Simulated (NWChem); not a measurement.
# CH2BF3; SMILES BC(F)(F)F

```xyz
7

B     -0.0001     1.5569     0.4617
C      0.0005     0.0136     0.0516
F     -0.0155     0.0161    -1.3004
F     -1.0665    -0.6761     0.4665
F      1.0820    -0.6685     0.4410
H     -1.0554     2.1186     0.5805
H      1.0537     2.1260     0.5559
```
Atoms are numbered in this order, from 1.

Level: PBE0/def2-SVP (NWChem), optimised geometry, unscaled harmonic frequencies. 

Q: List the harmonic frequencies with IR intensities, and the thermochemistry.

A: 
```
frequency (cm⁻¹)  IR intensity (km/mol)
----------------  ---------------------
140                                 0.0
225                                 2.4
320                                 0.2
514                                 4.0
531                                 3.7
583                                35.2
825                                 4.4
830                                30.5
1001                               88.3
1148                              197.4
1178                               86.1
1234                              243.4
1372                               88.0
2637                               28.9
2754                               80.4
```

| Item | Result |
|---|---|
| zero-point energy | 21.9 kcal/mol |
| thermal correction to the enthalpy at 298.15 K (with zero-point energy) | 25.7 kcal/mol |
| heat capacity Cv | 17.1 cal/(mol K) |
| entropy at 298.15 K and 1 atm (symmetry number 1) | 72.6 cal/(mol K) |
| dipole moment | 1.68 D |

Rigid rotor and harmonic oscillator.
